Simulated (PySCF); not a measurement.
H₂MgOSe (SMILES [OH][Mg][SeH]), singlet, geometry from GFN2-xTB (such geometries of metal compounds can be far from the true shape). Base run: PBE/6-31G, polarisability (PySCF).

Input for PySCF:
```python
from pyscf import gto, scf, dft
from pyscf.prop import polarizability

mol = gto.M(
    atom='''
Mg    0.89902120   -0.75009780   -0.18099896
O     2.15563891   -1.84660381   -0.35303935
H     2.86421580   -2.46853817   -0.44391491
Se   -0.87419050    0.76397967    0.11770526
H    -1.17510445    0.26723355    1.43823832
''',
    basis='6-31g',
    verbose=4,
)

mf = dft.RKS(mol)
mf.xc = 'pbe'
mf.kernel()
alpha = mf.Polarizability().polarizability()[2, 2]
print('alpha_zz =', alpha)
```

The base run was repeated with changes; each row names its change, and settings that it needs were set with it.

| change | alpha_zz (bohr³) | basis functions | core-seconds (rough) |
|---|---|---|---|
| base | 35.79 | 53 | 10 |
| basis = def2-SVPD | 52.25 | 101 | 20 |
| finite field (a.u.) = 2e-4; conv_tol = 1e-11 | 35.79 | 53 | 10 |
| basis = cc-pVTZ | 46.20 | 135 | 40 |
| finite field (a.u.) = 0.001; conv_tol = 1e-6 | 36.12 | 53 | 9 |
| finite field (a.u.) = 0.05; conv_tol = 1e-11 | 38.58 | 53 | 10 |
| basis = 6-31G* | 40.42 | 68 | 20 |
| finite field (a.u.) = 0.02; conv_tol = 1e-11 | 36.17 | 53 | 10 |
| functional = camb3lyp | 32.58 | 53 | 30 |
| finite field (a.u.) = 0.001; conv_tol = 1e-11 | 35.79 | 53 | 10 |
| finite field (a.u.) = 0.005; conv_tol = 1e-11 | 35.81 | 53 | 10 |
| basis = def2-TZVP | 47.85 | 123 | 30 |

Finite-field rows take the second difference of the energy in a field along z; a small field with loose convergence shows SCF noise divided by the square of the field, and a large one adds hyperpolarisability.
